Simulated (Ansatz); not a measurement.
Ansatz (a first-principles code) input (PBE-QIDH/def2-TZVPD):

Ansatz 0.2 input:
```yaml
crystal:
  periodic: [false, false, false]
  atoms:
    - {symbol: C, position_ang: [2.17646521, -0.35198260, 0.10661659]}
    - {symbol: N, position_ang: [0.78479776, -0.40990051, -0.00110467]}
    - {symbol: B, position_ang: [-0.49677793, 0.01747541, -0.03312104]}
    - {symbol: C, position_ang: [-1.71156654, -0.98463593, -0.26013835]}
    - {symbol: C, position_ang: [-0.79164341, 1.58087084, 0.16426692]}
    - {symbol: H, position_ang: [2.55627468, -0.92973577, 0.95628330]}
    - {symbol: H, position_ang: [2.68248264, -0.68334614, -0.80669171]}
    - {symbol: H, position_ang: [2.47506956, 0.69585959, 0.27443729]}
    - {symbol: H, position_ang: [-2.28034806, -0.68810479, -1.14652625]}
    - {symbol: H, position_ang: [-1.40351395, -2.02286890, -0.38318669]}
    - {symbol: H, position_ang: [-2.40430497, -0.93009980, 0.58500420]}
    - {symbol: H, position_ang: [-1.32592966, 1.96431772, -0.70980255]}
    - {symbol: H, position_ang: [-1.45020770, 1.72169579, 1.02621365]}
    - {symbol: H, position_ang: [0.10125118, 2.18869498, 0.31313572]}
basis:
  gaussian:
    orbitals: def2-TZVPD
hamiltonian:
  xc: {name: PBE-QIDH}
magnetization: {spin_polarized: true, initial_magnetization: 1}
correlation: {electrons: outside_noble_gas}
```

End of the output:

```
1848 factors; integrals over basis functions are off by at most 8.9e-4 eV
0.44 GiB of the device are held for the grids
1.34 GiB of device memory are held for the factors and their scratch space
mean field: 2.30 GiB planned
mean field evaluation 1: about -5403.7281 eV, gradient 3.5e1 eV
mean field evaluation 2: about -5403.7579 eV, gradient 3.5e1 eV
mean field evaluation 4: about -5409.7173 eV, gradient 3.1e0 eV
mean field evaluation 8: about -5409.8259 eV, gradient 5.2e-1 eV
mean field evaluation 16: about -5409.8320 eV, gradient 2.8e-3 eV
mean field evaluation 32: about -5409.8320 eV, gradient 1.0e-5 eV
mean field -5409.83203510 eV, -198.8076603742 hartree, gradient 1.0e-5 eV, S^2 0.763774; 2 other end points of the search recorded, 0 dependent functions left out
5 core orbitals not correlated
reference -5409.83205178 eV, -198.8076609872 hartree; 15, 14 occupied and 246, 247 virtual orbitals, 1848 factors
second order -24.11878453 eV of doubles, -0.00000000 eV of singles
Total energy: -5417.87164663 eV, -199.1031106482 hartree
```

It need not be the lowest isomer of its formula.
